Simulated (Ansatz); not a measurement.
Consider the ligand exchange at the Si–O bond: `[SiH3][O][In]([SH])[Cl]` + `O=C(O)O` → `O=C(O)O[SiH3]` + `[OH][In]([SH])[Cl]`.

Program: Ansatz. Geometries: PBE0-D4/def2-TZVP. ΔE: electronic, gas phase. CCSD(T)/CBS adds triple-zeta CCSD(T) − MP2 to the extrapolated MP2 energy (def2 sets, frozen cores). Functionals use def2-TZVPP. B3LYP here is the variant with VWN-RPA as its local correlation; programs differ in this. Elements past krypton have def2 core potentials. For In outer-core shells are correlated without core-valence functions, which leaves a few kJ/mol of doubt a bond. Each species was taken in one conformer, which may not be the lowest.

`[SiH3][O][In]([SH])[Cl]`:

Cartesian coordinates in Å:
```
Si -0.831 -1.290 1.005
O 0.293 -0.343 0.290
In 0.326 1.189 -0.936
S 2.404 2.070 -1.585
Cl -1.717 1.996 -1.636
H -0.717 -2.683 0.494
H -0.609 -1.301 2.476
H -2.212 -0.800 0.735
H 3.063 1.162 -0.843
```

`O=C(O)O`:

Cartesian coordinates in Å:
```
O 0.778 -0.496 -0.941
C 0.069 -0.044 -0.084
O 0.466 0.744 0.912
O -1.241 -0.250 0.026
H 1.415 0.869 0.797
H -1.487 -0.823 -0.710
```

`O=C(O)O[SiH3]`:

Z-matrix (Å, degrees):
```
Si
O 1 1.693
H 1 1.479 2 102.7
H 1 1.479 2 110.1 3 -118.2
H 1 1.479 2 110.1 3 118.2
C 2 1.322 1 117.1 3 180.0
O 6 1.331 2 110.3 1 -180.0
O 6 1.204 2 124.8 1 0.0
H 7 0.965 6 106.4 2 180.0
```

`[OH][In]([SH])[Cl]`:

```xyz
6

O     0.676    1.275    1.440
In   -0.017    0.048    0.069
S     1.336   -0.869   -1.621
Cl   -2.282   -0.458    0.208
H    -0.015    1.556    2.046
H     0.302   -1.552   -2.142
```

```tsv
level	ΔE (kJ/mol)	difference from CCSD(T)/CBS
PBE-D4	14.3	-5.4
r2SCAN-D4	17.6	-2.1
PBE0-D4	18.9	-0.8
B3LYP-D4	17.9	-1.8
ωB97X-V	18.4	-1.3
ωB97M-V	17.9	-1.8
B2PLYP	18.5	-1.2
PBE	13.9	-5.8
r2SCAN	17.3	-2.4
PBE0	18.3	-1.4
B3LYP	17.3	-2.4
HF/def2-TZVPP	27.8	8.1
MP2/def2-TZVPP	20.2	0.5
SCS-MP2/def2-TZVPP	20.9	1.2
CCSD/def2-TZVPP	21.6	1.9
CCSD(T)/def2-TZVPP	20.2	0.5
HF/def2-QZVPP	28.2	8.5
MP2/def2-QZVPP	20.0	0.3
SCS-MP2/def2-QZVPP	20.8	1.1
HF/CBS(def2)	28.2	8.5
MP2/CBS(def2)	19.6	-0.1
CCSD/CBS(def2)	21.0	1.3
CCSD(T)/CBS	19.7	0
```

Largest T1 diagnostic among the species: 0.015.

In def2-TZVPP, CCSD(T) changes the Hartree–Fock value by −7.6 kJ/mol (the triples alone add −1.3 kJ/mol) and MP2 by −7.6 kJ/mol. From PBE to PBE0 (25 % exact exchange), in def2-TZVPP and without D4, ΔE moves by +4.4 kJ/mol.
